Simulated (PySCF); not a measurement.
**Ga+: interval between two levels**

Ga+ [Ar] 3d10 4s2 → Ga+ [Ar] 3d10 4s1 5s1 [3S1, M_J = 1], as a difference of total energies. Calculation: PySCF 2.14, in x2c-TZVPall-2c with one added diffuse shell each of s, p, d type (7s8p5d1f, 63 functions); the two-component X2C-1e Hamiltonian. Correlated levels: [Ne] frozen. "Screened" scales the spin-orbit matrix elements by Boettger's factors to mimic the two-electron term; Breit and QED terms are absent.

```tsv
method	interval between two levels (cm⁻¹)
GHF (screened spin-orbit)	91011
GMP2 (screened spin-orbit)	99707
```

Errors of the correlated levels include the incompleteness of this basis and the frozen core.

For comparison: 102940 cm⁻¹ (measured; NIST Handbook of Basic Atomic Spectroscopic Data (Sansonetti and Martin, J. Phys. Chem. Ref. Data 34, 1559 (2005))).
